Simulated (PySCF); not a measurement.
Two species compared at the same levels of theory.

First species: C4H7N3SSi.
Cartesian coordinates in Å at the GFN2-xTB level; atoms count from 1:
```xyz
16
C4H7N3SSi angstrom
C     -2.0407   -1.5433   -0.3975
C     -2.1128   -0.2195   -0.3138
C     -0.9459    0.6125   -0.1740
N      0.3169    0.2229   -0.1087
C      1.0203    1.3727    0.0209
S      2.7213    1.2643    0.1403
Si     2.5946   -0.9095   -0.0164
N      0.2676    2.4541    0.0401
N     -0.9768    1.9604   -0.0841
H     -2.9202   -2.1544   -0.4999
H     -1.0868   -2.0412   -0.3657
H     -3.0591    0.3036   -0.3450
H      1.8927   -1.4138    1.1504
H      2.0698   -1.2482   -1.3272
H      4.0185   -1.2375    0.0629
H     -1.7670    2.5859   -0.0995
```

Second species: C₃H₁₃NSSi₂.
Numbering: `[CH3:1][NH:2][SiH2:3][S:4][C@H:5]([CH3:6])[SiH3:7]` (hydrogens: H8, H9, H10 on C1; H11 on N2; H12, H13 on Si3; H14 on C5; H15, H16, H17 on C6; H18, H19, H20 on Si7)

Structure used (GFN2-xTB), in Å, numbered top down from 1:
```
atom  x, y, z in Å
C1    -3.9899   -0.1929    0.0188
N2    -2.6227   -0.3078    0.4508
Si3   -1.3026    0.1125   -0.5389
S4     0.3968   -0.3759    0.6590
C5     1.7288    0.2119   -0.4672
C6     2.2520   -0.9426   -1.3004
Si7    3.0513    1.0328    0.6381
H8    -4.3518   -1.1038   -0.4698
H9    -4.0619    0.6251   -0.6936
H10   -4.6395    0.0252    0.8683
H11   -2.4960   -0.9955    1.1772
H12   -1.1814   -0.5873   -1.8258
H13   -1.3221    1.5566   -0.7808
H14    1.2650    0.9544   -1.1184
H15    1.4574   -1.3873   -1.8991
H16    2.6639   -1.7157   -0.6553
H17    3.0375   -0.5926   -1.9688
H18    4.1435    1.4751   -0.2354
H19    2.4368    2.1744    1.3099
H20    3.5297    0.0441    1.5990
```

Levels: PBE0/pcSseg-1 for dipole moment, HOMO energy, LUMO energy and HOMO–LUMO gap; GFN2-xTB for rotational constant A and rotational constant C. Geometries: GFN2-xTB. Each species is one conformer at its optimised geometry, gas phase, non-relativistic unless stated. Electronic properties by PySCF.

The conformers computed, where there is a choice (atom-mapped SMILES and torsion angles):
- `[CH2:1]=[CH:2][c:3]1[n:4][c:5]([S:6][SiH3:7])[n:8][nH:9]1`: C1–C2–C3–N4 0°, N4–C5–S6–Si7 0°
- `[CH3:1][NH:2][SiH2:3][S:4][C@H:5]([CH3:6])[SiH3:7]`: C1–N2–Si3–S4 -178°, N2–Si3–S4–C5 -177°, Si3–S4–C5–C6 -95°

```
             property   column X   column Y
        dipole moment     4.84 D     1.62 D
          HOMO energy   -6.55 eV   -6.65 eV
          LUMO energy   -1.54 eV   -0.10 eV
        HOMO–LUMO gap    5.01 eV    6.55 eV
rotational constant A  1.985 GHz  3.733 GHz
rotational constant C  0.631 GHz  0.550 GHz
```

Task: Which column belongs to which species?

Result: Column X is the first species and column Y the second. The first has 16 atoms and 82 electrons, the second 20 and 82.

Task: How does each property change from the first species to the second?

Result: dipole moment -3.22 D; HOMO energy -0.10 eV; LUMO energy +1.44 eV; HOMO–LUMO gap +1.54 eV; rotational constant A +1.748 GHz; rotational constant C -0.081 GHz.

On the first: A dipole of 4.84 D is allowed in Cs, and pure rotational transitions are dipole-allowed. The dipole equals about 16.1 × 10⁻³⁰ C·m (1 D = 3.33564 × 10⁻³⁰ C·m).

On the second: In atomic units the dipole is 0.64 e·bohr (1 au = 2.5417 D).
